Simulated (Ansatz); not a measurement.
Wavefunction ladder for Cl₂F₂Si, SMILES `F[Si](F)(Cl)Cl`

```xyz
5

F     0.167   -1.011   -1.253
Si   -0.050   -0.057   -0.024
F    -1.422   -0.436    0.638
Cl    1.428   -0.339    1.304
Cl   -0.123    1.844   -0.665
```

Total charge 0; spin multiplicity 1. All single points use the PBE0-D4/def2-TZVP geometry. Frozen core, restricted reference, the Gaussian-basis code of Ansatz. CBS rows extrapolate triple and quadruple zeta.

| basis | HF (Eh) | MP2 corr. |
| --- | --- | --- |
| def2-SVP | -1406.49760 | -0.71965 |
| def2-TZVPP | -1407.19502 | -0.98141 |
| def2-QZVPP | -1407.23992 | -1.07981 |
| cc-pV(D+d)Z | -1407.06584 | -0.73406 |
| cc-pV(T+d)Z | -1407.20405 | -0.98452 |
| cc-pV(Q+d)Z | -1407.23516 | -1.08097 |

Task: Estimate the CCSD correlation energy and the (T) correction in each basis where they were run (hartree).

Result: 
```csv
basis,CCSD corr.,(T)
def2-SVP,-0.74691,-0.01317
def2-TZVPP,-1.01230,-0.03583
def2-QZVPP,-1.10392,-0.04321
CBS(def2),-1.17178,-0.04867
cc-pV(D+d)Z,-0.76232,-0.01508
cc-pV(T+d)Z,-1.01431,-0.03623
cc-pV(Q+d)Z,-1.10520,-0.04311
CBS(cc),-1.16990,-0.04801
```
